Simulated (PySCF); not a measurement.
Species: C₈H₁₀P (charge +1).
SMILES with atom numbers: `[CH:1]#[C:2][CH2:3][PH+:4]1[CH:5]=[CH:6][CH2:7][CH:8]=[CH:9]1` (hydrogens: H10 on C1; H11, H12 on C3; H13 on P4; H14 on C5; H15 on C6; H16, H17 on C7; H18 on C8; H19 on C9)

Geometry (PBE0-D3(BJ)/def2-SVP, Å), atoms numbered from 1 in this order:
```xyz
19
C8H10P angstrom
C      3.7028    0.4303   -1.0994
C      2.8681   -0.1032   -0.4055
C      1.8246   -0.7325    0.3806
P      0.2611   -0.6782   -0.5621
C     -0.2305    0.9878   -0.9077
C     -1.4362    1.4367   -0.5253
C     -2.4939    0.6672    0.1836
C     -2.2118   -0.7462    0.5509
C     -1.0916   -1.4404    0.2920
H      4.4678    0.8967   -1.6980
H      2.0524   -1.7902    0.6015
H      1.6487   -0.2161    1.3398
H      0.5533   -1.3686   -1.7617
H      0.4875    1.6303   -1.4255
H     -1.6843    2.4801   -0.7526
H     -3.4205    0.6956   -0.4228
H     -2.7851    1.2202    1.0972
H     -3.0157   -1.2631    1.0873
H     -0.9855   -2.4843    0.6017
```

Linear response at PBE0/def2-SVPD (PySCF, frozen core in the response, non-relativistic).

Static isotropic polarisability: 107.22 au (15.89 Å³), principal values 72.7, 99.0, 149.9 au.

(1) What is the polarisability at 1064 nm and at the sodium D line?

(2) What is the isotropic C6 coefficient between two such ions, C6 = (3/π)∫α(iω)² dω?

(3) Which effective excitation energy ω̄ makes London's formula C6 = (3/4)α²ω̄ exact here?

(4) What three-body coefficient follows from the one-pole estimate C9 = (3/4)·α·C6?

(5) What molar refraction at the D line follows from R = (4π/3)·N_A·α′, with α′ the polarisability volume?

(6) The lowest 10 singlets have (eV, f): 5.47, 0.001; 5.57, 0.010; 5.57, 0.067; 5.66, 0.018; 6.09, 0.011; 6.24, 0.032; 6.43, 0.000; 6.68, 0.025; 6.70, 0.027; 6.82, 0.000. What share of the static polarisability do they carry in the sum over states α = Σ f/ω²?

Answers

(1) 108.33 au at 1064 nm (+1.0 %), 111.00 au at 589.3 nm (+3.5 %). The rise at 589.3 nm is 3.41 times that at 1064 nm; a pure ω² law gives 3.26. The lowest singlet lies at 227 nm, shorter than both wavelengths.

(2) 4404 au (Eh·bohr⁶) by a ten-point quadrature over imaginary frequencies, which is 2630 eV·Å⁶ or 254 J·nm⁶/mol.

(3) ω̄ = 4·C6/(3α²) = 0.511 Eh = 13.9 eV. A one-pole form α(ω) = α/(1 − ω²/ω̄²) fitted to the 1064 nm value gives 11.5 eV. London's choice of the ionisation energy (13.57 eV, ΔSCF at the same level) gives C6 = 4300 au, 2 % too low.

(4) 354000 au. This is an estimate from the two numbers above, not a computed integral.

(5) α′ = 16.45 Å³ gives R = 41.49 cm³/mol, for isolated, non-vibrating species.

(6) 3.98 au, 3.7 % of α; the largest term, 1.59 au, is that of the state at 5.57 eV. Their oscillator strengths add up to 0.19. Higher states carry the rest.

One conformer stands for the species.
